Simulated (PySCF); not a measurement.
SMILES Oc1cc[c]([GeH3])cc1 (C6H8GeO), GFN2-xTB optimised geometry.

```
16

O     -1.76    -2.71     0.00
C     -1.04    -1.56     0.00
C     -1.72    -0.35     0.00
C     -1.02     0.84     0.00
C      0.37     0.85     0.00
Ge     1.34     2.54     0.02
C      1.04    -0.36     0.00
C      0.35    -1.56     0.00
H     -1.17    -3.47     0.00
H     -2.80    -0.36     0.00
H     -1.56     1.78     0.00
H      1.18     3.27     1.32
H      0.85     3.47    -1.05
H      2.80     2.31    -0.19
H      2.12    -0.37     0.00
H      0.89    -2.50     0.00
```

Density from PBE/def2-TZVP in PySCF at that geometry.

Minimum of the electron density along straight lines between bonded atoms, close to the bond critical point (lines longer than 1.1 times the sum of covalent radii, or with two minima, are not listed):

```json
[
 {"bond": "O1–C2", "length / Å": "1.359", "ρ at the minimum / e bohr⁻³": "0.294", "∇²ρ there / e bohr⁻⁵": "-0.59", "position (fraction from the first atom)": "0.65"},
 {"bond": "C2–C3", "length / Å": "1.393", "ρ at the minimum / e bohr⁻³": "0.317", "∇²ρ there / e bohr⁻⁵": "-0.91", "position (fraction from the first atom)": "0.52"},
 {"bond": "C3–C4", "length / Å": "1.378", "ρ at the minimum / e bohr⁻³": "0.320", "∇²ρ there / e bohr⁻⁵": "-0.92", "position (fraction from the first atom)": "0.50"},
 {"bond": "C4–C5", "length / Å": "1.392", "ρ at the minimum / e bohr⁻³": "0.313", "∇²ρ there / e bohr⁻⁵": "-0.88", "position (fraction from the first atom)": "0.50"},
 {"bond": "C5–Ge6", "length / Å": "1.949", "ρ at the minimum / e bohr⁻³": "0.128", "∇²ρ there / e bohr⁻⁵": "0.10", "position (fraction from the first atom)": "0.53"},
 {"bond": "C5–C7", "length / Å": "1.388", "ρ at the minimum / e bohr⁻³": "0.314", "∇²ρ there / e bohr⁻⁵": "-0.89", "position (fraction from the first atom)": "0.50"},
 {"bond": "C2–C8", "length / Å": "1.390", "ρ at the minimum / e bohr⁻³": "0.318", "∇²ρ there / e bohr⁻⁵": "-0.91", "position (fraction from the first atom)": "0.52"},
 {"bond": "C7–C8", "length / Å": "1.382", "ρ at the minimum / e bohr⁻³": "0.318", "∇²ρ there / e bohr⁻⁵": "-0.91", "position (fraction from the first atom)": "0.50"},
 {"bond": "O1–H9", "length / Å": "0.965", "ρ at the minimum / e bohr⁻³": "0.359", "∇²ρ there / e bohr⁻⁵": "-2.41", "position (fraction from the first atom)": "0.80"},
 {"bond": "C3–H10", "length / Å": "1.079", "ρ at the minimum / e bohr⁻³": "0.285", "∇²ρ there / e bohr⁻⁵": "-1.00", "position (fraction from the first atom)": "0.65"},
 {"bond": "C4–H11", "length / Å": "1.082", "ρ at the minimum / e bohr⁻³": "0.285", "∇²ρ there / e bohr⁻⁵": "-0.99", "position (fraction from the first atom)": "0.64"},
 {"bond": "Ge6–H12", "length / Å": "1.496", "ρ at the minimum / e bohr⁻³": "0.141", "∇²ρ there / e bohr⁻⁵": "0.08", "position (fraction from the first atom)": "0.60"},
 {"bond": "Ge6–H13", "length / Å": "1.496", "ρ at the minimum / e bohr⁻³": "0.141", "∇²ρ there / e bohr⁻⁵": "0.08", "position (fraction from the first atom)": "0.60"},
 {"bond": "Ge6–H14", "length / Å": "1.495", "ρ at the minimum / e bohr⁻³": "0.142", "∇²ρ there / e bohr⁻⁵": "0.08", "position (fraction from the first atom)": "0.60"},
 {"bond": "C7–H15", "length / Å": "1.082", "ρ at the minimum / e bohr⁻³": "0.285", "∇²ρ there / e bohr⁻⁵": "-0.99", "position (fraction from the first atom)": "0.64"},
 {"bond": "C8–H16", "length / Å": "1.083", "ρ at the minimum / e bohr⁻³": "0.280", "∇²ρ there / e bohr⁻⁵": "-0.96", "position (fraction from the first atom)": "0.64"}
]
```
